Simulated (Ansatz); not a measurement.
`C[Si@H](O)O[Si@@H](O)F` + `NC=O` → `C[SiH](O)C(N)=O` + `O[SiH](O)F`  (formal exchange of groups at the Si–O bond)

Computed with Ansatz on PBE0-D4/def2-TZVP structures; ΔE is electronic, products minus reactants. CBS: MP2 limit from def2 TZ/QZ plus the TZ coupled-cluster correction, frozen cores. This one scheme is used for every species. Functionals use def2-TZVPP. B3LYP here is the variant with VWN-RPA as its local correlation; programs differ in this. Each species was taken in one conformer, which may not be the lowest.

```json
{"level": "PBE-D4", "ΔE (kcal/mol)": "30.0", "difference from CCSD(T)/CBS": "-3.9"}
{"level": "r2SCAN-D4", "ΔE (kcal/mol)": "33.3", "difference from CCSD(T)/CBS": "-0.6"}
{"level": "PBE0-D4", "ΔE (kcal/mol)": "32.1", "difference from CCSD(T)/CBS": "-1.8"}
{"level": "ωB97X-V", "ΔE (kcal/mol)": "33.7", "difference from CCSD(T)/CBS": "-0.2"}
{"level": "ωB97M-V", "ΔE (kcal/mol)": "33.7", "difference from CCSD(T)/CBS": "-0.2"}
{"level": "B2PLYP", "ΔE (kcal/mol)": "34.2", "difference from CCSD(T)/CBS": "0.3"}
{"level": "PBE0", "ΔE (kcal/mol)": "31.7", "difference from CCSD(T)/CBS": "-2.2"}
{"level": "B3LYP", "ΔE (kcal/mol)": "33.4", "difference from CCSD(T)/CBS": "-0.5"}
{"level": "HF/def2-TZVPP", "ΔE (kcal/mol)": "38.8", "difference from CCSD(T)/CBS": "4.9"}
{"level": "SCS-MP2/def2-TZVPP", "ΔE (kcal/mol)": "35.3", "difference from CCSD(T)/CBS": "1.4"}
{"level": "CCSD/def2-TZVPP", "ΔE (kcal/mol)": "35.0", "difference from CCSD(T)/CBS": "1.1"}
{"level": "CCSD(T)/def2-TZVPP", "ΔE (kcal/mol)": "34.1", "difference from CCSD(T)/CBS": "0.2"}
{"level": "HF/def2-QZVPP", "ΔE (kcal/mol)": "39.2", "difference from CCSD(T)/CBS": "5.3"}
{"level": "SCS-MP2/def2-QZVPP", "ΔE (kcal/mol)": "35.3", "difference from CCSD(T)/CBS": "1.4"}
{"level": "MP2/CBS(def2)", "ΔE (kcal/mol)": "34.4", "difference from CCSD(T)/CBS": "0.5"}
{"level": "CCSD/CBS(def2)", "ΔE (kcal/mol)": "34.8", "difference from CCSD(T)/CBS": "0.9"}
{"level": "CCSD(T)/CBS", "ΔE (kcal/mol)": "33.9", "difference from CCSD(T)/CBS": "0"}
```

Largest T1 diagnostic among the species: 0.016.

From PBE to PBE0 (25 % exact exchange), in def2-TZVPP and without D4, ΔE moves by +2.1 kcal/mol. The D4 term adds +0.8 kcal/mol with B3LYP and +0.5 kcal/mol with PBE0; it sums over pairs of atoms, weighted by their polarisabilities, and B3LYP, whose exchange is more repulsive, gets the larger term. In def2-TZVPP, CCSD(T) changes the Hartree–Fock value by −4.6 kcal/mol (the triples alone add −0.9 kcal/mol) and MP2 by −4.1 kcal/mol.
